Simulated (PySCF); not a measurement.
# Molecular orbitals of TlAs⁺

UHF at R = 3.197 Å; PySCF, scalar-relativistic core potentials, basis sets Tl cc-pVDZ-PP with ECP60, As cc-pVDZ-PP with ECP10. State: ⁴Σ⁻ (quartet), unpaired electrons σ ↑, π ↑↑. Only the outer orbitals are listed, counted within each symmetry, core potentials removing the inner ones.

```json
{"spin": "α", "orbital": "7σ", "occ.": "1", "ε (eV)": "-27.47", "on Tl (%)": "4", "main shells (%)": "96 As s"}
{"spin": "α", "orbital": "8σ", "occ.": "1", "ε (eV)": "-18.77", "on Tl (%)": "87", "main shells (%)": "87 Tl s, 12 As p"}
{"spin": "α", "orbital": "5π", "occ.": "1", "ε (eV)": "-14.70", "on Tl (%)": "1", "main shells (%)": "99 As p"}
{"spin": "α", "orbital": "5π", "occ.": "1", "ε (eV)": "-14.70", "on Tl (%)": "1", "main shells (%)": "99 As p"}
{"spin": "α", "orbital": "9σ", "occ.": "1", "ε (eV)": "-14.47", "on Tl (%)": "22", "main shells (%)": "78 As p, 12 Tl s, 9 Tl p"}
{"spin": "α", "orbital": "6π", "occ.": "0", "ε (eV)": "-4.42", "on Tl (%)": "99", "main shells (%)": "99 Tl p"}
{"spin": "α", "orbital": "6π", "occ.": "0", "ε (eV)": "-4.42", "on Tl (%)": "99", "main shells (%)": "99 Tl p"}
{"spin": "α", "orbital": "10σ", "occ.": "0", "ε (eV)": "-3.46", "on Tl (%)": "95", "main shells (%)": "94 Tl p"}
{"spin": "β", "orbital": "7σ", "occ.": "1", "ε (eV)": "-20.82", "on Tl (%)": "11", "main shells (%)": "88 As s, 10 Tl s"}
{"spin": "β", "orbital": "8σ", "occ.": "1", "ε (eV)": "-17.89", "on Tl (%)": "90", "main shells (%)": "90 Tl s, 10 As s"}
{"spin": "β", "orbital": "9σ", "occ.": "0", "ε (eV)": "-4.91", "on Tl (%)": "62", "main shells (%)": "61 Tl p, 36 As p"}
{"spin": "β", "orbital": "5π", "occ.": "0", "ε (eV)": "-4.62", "on Tl (%)": "86", "main shells (%)": "86 Tl p, 14 As p"}
{"spin": "β", "orbital": "5π", "occ.": "0", "ε (eV)": "-4.62", "on Tl (%)": "86", "main shells (%)": "86 Tl p, 14 As p"}
```

**Question.** Which are the highest filled and the lowest empty level, where do they sit, and how wide is the gap?

**Answer.** Highest filled α 9σ at -14.47 eV (in %: 78 As p, 12 Tl s, 9 Tl p); lowest empty β 9σ at -4.91 eV (in %: 61 Tl p, 36 As p); the gap at UHF is 9.56 eV.

```json
{
  "bond order (Mayer)": "0.25",
  "⟨S²⟩": "3.758",
  "charge on Tl (Mulliken, basis-dependent)": "0.87",
  "charge on Tl (Löwdin, basis-dependent)": "0.78",
  "dipole moment (positive dipole points towards As; it is taken about the centre of mass and depends on that origin)": "-1.45 D",
  "polarisability along the bond": "76.7 bohr³",
  "polarisability across the bond": "37.1 bohr³"
}
```

These are scalar-relativistic numbers at best; spin–orbit coupling would shift them, the dissociation energy most. The state is the lowest determinant that a PBE0 search found; another state may lie lower at other levels.
